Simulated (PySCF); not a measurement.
Species: C₆H₆ClPS.
SMILES with atom numbers: `[CH3:1][S:2][c:3]1[cH:4][cH:5][cH:6][p:7][c:8]1[Cl:9]`

Geometry (GFN2-xTB, Å), atoms numbered from 1 in this order:
```xyz
15
C6H6ClPS angstrom
C      2.693   -0.515    0.069
S      1.833    1.078    0.199
C      0.121    0.658    0.075
C     -0.331   -0.642   -0.124
C     -1.675   -0.962   -0.215
C     -2.697   -0.044   -0.116
P     -2.498    1.661    0.126
C     -0.762    1.726    0.187
Cl    -0.079    3.303    0.416
H      3.747   -0.275    0.173
H      2.388   -1.175    0.876
H      2.514   -0.964   -0.903
H      0.386   -1.442   -0.214
H     -1.929   -2.002   -0.376
H     -3.717   -0.397   -0.196
```

Probes without a nucleus sit at each ring's centroid and 1 Å off its mean plane on both sides; NICS is minus the shielding there, NICSzz its component along the normal. Level: GIAO PBE0/pcSseg-1 (PySCF, non-relativistic, gas phase) on the GFN2-xTB geometry, one conformer.

Ring bond lengths (Å), with Mayer bond orders in brackets: C3–C4 1.390 (1.32), C4–C5 1.385 (1.48), C5–C6 1.378 (1.45), C6–P7 1.733 (1.29), P7–C8 1.738 (1.27), C8–C3 1.391 (1.32).

Task: Give the NICS values of each ring in ppm.

Result: 
```json
{"ring": "C3–C4–C5–C6–P7–C8", "type": "6-membered ring with P; formal bonds all aromatic", "NICS(0)": "-7.3", "NICS(1), two faces": "-9.8 / -9.8", "NICS(1)zz, two faces": "-23.0 / -23.1", "rms pucker (Å)": "0.00", "centre to ring atoms, mean (Å)": "1.49"}
```

Task: What do they say, and how far can they be read as aromaticity?

Result: 
- C3–C4–C5–C6–P7–C8: mean NICS(1)zz -23.0 ppm, shielded.

Task: And the bond-length index? HOMA = 1 − mean of α(R − Ropt)² over the ring bonds, with Krygowski's 1993 parameters (CC: Ropt 1.388 Å, α 257.7 Å⁻²; CP: Ropt 1.698 Å, α 118.91 Å⁻²).

Result: 
- C3–C4–C5–C6–P7–C8: HOMA 0.94; the largest term is that of P7–C8, α(R − Ropt)² = 0.19.

Task: Give the inner angles of the rings and the Hirshfeld charges of the ring atoms.

Result: 
- C3–C4–C5–C6–P7–C8: C3 121.5° (-0.026 e), C4 122.8° (-0.054 e), C5 124.1° (-0.042 e), C6 125.4° (-0.111 e), P7 99.0° (+0.094 e), C8 127.0° (-0.059 e); sum 720.0° against 720° for a flat convex ring.

Hardware: one thread, Arm Neoverse V1 (aarch64), no GPU, shared host with 32 logical CPUs at a one-minute load of 11. Cost: 46 s of wall time (with the writing of density and orbital grids), 0.99 GiB resident at most. This is the whole shielding run at PBE0/pcSseg-1, SCF included.
